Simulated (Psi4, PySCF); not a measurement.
Torsional profile of C3H8GeO2, SMILES COC(=O)[CH2][GeH3]. Scanned: dihedral O2–C3–C5–Ge6; all other coordinates were relaxed at GFN2-xTB. Points at φ and −φ are mirror images. Heavy atoms are numbered in the order of the SMILES COC(=O)[CH2][GeH3], hydrogens after them in the order of the atoms that carry them; the mirror image has the same energies with the sign of each dihedral reversed.

Levels of theory: RKS-BP86/6-31G* = restricted BP86/6-31G*, spherical d, density fitting // GFN2-xTB run with PySCF 2.14.0; RKS-LDA (SVWN5)/6-31G* = restricted LDA (SVWN5)/6-31G*, spherical d, density fitting // GFN2-xTB in PySCF; RKS-B3LYP/6-31G* = restricted B3LYP/6-31G*, spherical d, density fitting // GFN2-xTB in PySCF; wB97X-D/def2-TZVP // GFN2-xTB (Psi4).

Energies relative to the lowest point of each profile, in eV; the last columns give the difference from wB97X-D:

```tsv
φ / °	RKS-BP86/6-31G*	RKS-LDA (SVWN5)/6-31G*	RKS-B3LYP/6-31G*	wB97X-D/def2-TZVP	RKS-BP86/6-31G* − wB97X-D/def2-TZVP	RKS-LDA (SVWN5)/6-31G* − wB97X-D/def2-TZVP	RKS-B3LYP/6-31G* − wB97X-D/def2-TZVP
-150	0.049	0.026	0.052	0.064	-0.015	-0.038	-0.012
-120	0.016	0.009	0.018	0.025	-0.010	-0.016	-0.008
-90	0.000	0.000	0.000	0.000	0.000	0.000	0.000
-60	0.029	0.013	0.031	0.033	-0.004	-0.020	-0.002
-30	0.079	0.042	0.089	0.091	-0.011	-0.049	-0.002
0	0.107	0.061	0.121	0.122	-0.015	-0.062	-0.002
30	0.079	0.042	0.089	0.091	-0.011	-0.049	-0.002
60	0.029	0.013	0.031	0.033	-0.004	-0.020	-0.002
90	0.000	0.000	0.000	0.000	0.000	0.000	0.000
120	0.016	0.009	0.018	0.025	-0.010	-0.016	-0.008
150	0.049	0.026	0.052	0.064	-0.015	-0.038	-0.012
180	0.064	0.034	0.065	0.075	-0.011	-0.041	-0.010
```

RKS-BP86/6-31G* is furthest from wB97X-D/def2-TZVP at 0 (-0.015 eV, below); its mean absolute difference over the points is 0.009 eV.

RKS-LDA (SVWN5)/6-31G* is furthest from wB97X-D/def2-TZVP at 0 (-0.062 eV, below); its mean absolute difference over the points is 0.029 eV.

RKS-B3LYP/6-31G* is furthest from wB97X-D/def2-TZVP at -150 (-0.012 eV, below); its mean absolute difference over the points is 0.005 eV.
